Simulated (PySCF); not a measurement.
# Correlation energy of Mo³²⁺ (molybdenum, charge +32)

Starting occupation: [Ne]. Computed with PySCF 2.14 in an uncontracted even-tempered set (18 s from 12 bohr⁻², ratio 2.4; 12 p from 16 bohr⁻², ratio 2.4; 5 d from 64 bohr⁻², ratio 2.6; 4 f from 97 bohr⁻², ratio 2.6), with X2C-1e with screened-nucleus spin-orbit coupling, Gaussian nucleus. Frozen: nothing; 10 electrons correlated; the 34 highest virtual spinors left out.

MP2 pair energies summed by pair of shells (mhartree):

```
       pair  energy  share (%)
2p1/2-2p3/2  -98.84       25.3
2p3/2-2p3/2  -93.82       24.0
2p3/2-2s1/2  -45.61       11.7
1s1/2-1s1/2  -41.48       10.6
1s1/2-2p3/2  -27.74        7.1
2p1/2-2s1/2  -23.24        6.0
2p1/2-2p1/2  -22.76        5.8
1s1/2-2p1/2  -15.21        3.9
2s1/2-2s1/2  -11.91        3.1
1s1/2-2s1/2   -9.69        2.5
```

Total MP2 correlation energy: -390.29 mhartree.

At this charge the one-electron X2C treatment keeps the bare 1/r₁₂, with no two-electron picture change or Breit term. That inflates the 1s pair energies well beyond their four-component values.
